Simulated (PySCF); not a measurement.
Bonds: Si1-C2, Si1-C7, Si1-Si12, Si1-Si25, C2-C3, C7-C8, Si12-C13, Si12-C14, Si12-C15, Si25-C26, Si25-C27, Si25-C28. C2 carries H4; C3 carries H5, H6; C7 carries H9; C8 carries H10, H11; C13 carries H16, H17, H18; C14 carries H19, H20, H21; C15 carries H22, H23, H24; C26 carries H29, H30, H31; C27 carries H32, H33, H34; C28 carries H35, H36, H37.

Non-relativistic Hamiltonian, no solvent model, one averaged value for each set of equivalent atoms, a single conformation. NMR shieldings at PBE0/pcSseg-1/GIAO; PBE0-D3(BJ)/def2-SVP structure; PySCF.

Shifts are taken against calculated references (same method and geometry level): ¹³C (σref 184.41), ¹H (σref 31.27), ²⁹Si (σref 351.99) vs TMS.

| atoms | nucleus | count | Hirshfeld charge | δ (ppm) |
| --- | --- | --- | --- | --- |
| Si1 | ²⁹Si | 1 | 0.18 | -55.1 |
| Si12/Si25 | ²⁹Si | 2 | 0.31 | -15.7 |
| H4/H9 | ¹H | 2 | 0.04 | 6.22 |
| C2/C7 | ¹³C | 2 | -0.13 | ? |
| H5/H6/H10/H11 | ¹H | 4 | 0.04 | 6.34 |
| C13/C14/C15/C26/C27/C28 | ¹³C | 6 | -0.22 | -1.4 |
| H16/H17/H18/H19/H20/H21/H22/H23/H24/H29/H30/H31/H32/H33/H34/H35/H36/H37 | ¹H | 18 | 0.04 | ? |
| C3/C8 | ¹³C | 2 | -0.09 | 143.3 |

Estimate the values marked ?.

## Answers


- C2/C7: 140.0 ppm, carbon bonded to C, Si, H
- H16/H17/H18/H19/H20/H21/H22/H23/H24/H29/H30/H31/H32/H33/H34/H35/H36/H37: 0.14 ppm, hydrogen on a carbon bonded to Si

Shifts are as computed. Against solution values, carbons near 30 ppm lie about +2 ppm off and those near 130 ppm about +5 ppm. Of 1313 compounds with measured shifts, 239 miss one by over three times the rms of a fit or turn the order of signals round; such compounds aren't used in these exercises.
